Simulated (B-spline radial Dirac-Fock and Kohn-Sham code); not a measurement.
# Dipole and non-dipole photoemission parameters of Os⁶⁺ 5s

System: the Os⁶⁺ ion, configuration [Xe] 4f14 5d2; threshold 179.9 eV (orbital energy of the model). Calculated with an atomic code on a B-spline grid, using Dirac-Hartree-Slater photoionisation with a Latter tail; cross sections with all multipoles, angular parameters from the dipole term and its interference with E2.

For linearly polarised light dσ/dΩ = σ/(4π) [1 + β P₂(cos θ) + (δ + γ cos²θ) sin θ cos φ], with θ from the polarisation vector and φ the angle between the beam and the projection of the electron momentum on the plane normal to the polarisation.

```csv
hν (eV),σ (kb),β,γ
196,73.8,1.519,0.115
247,62.1,1.652,0.244
253,60.9,1.662,0.252
318,49.1,1.737,0.339
358,43.4,1.765,0.373
400,38.2,1.786,0.399
475,30.7,1.812,0.434
800,15.2,1.864,0.468
893,13.0,1.873,0.468
1000,11.0,1.881,0.464
1110,9.40,1.888,0.453
1253.6,7.79,1.894,0.435
1980,3.79,1.914,0.319
2480,2.62,1.921,0.237
2580,2.45,1.923,0.221
2984.4,1.91,1.927,0.161
4110,1.09,1.934,0.023
5414.7,0.662,1.940,-0.083
6020,0.543,1.941,-0.115
6620,0.455,1.943,-0.137
7500,0.359,1.944,-0.157
7550,?,?,?
8047.8,0.313,1.945,-0.162
8910,0.258,1.946,-0.162
10700,0.180,1.948,-0.132
```

Problem. Give the values at 7550 eV.

Solution. σ = 0.354 kb, β = 1.944, γ = -0.157. For an s subshell δ is negligible.
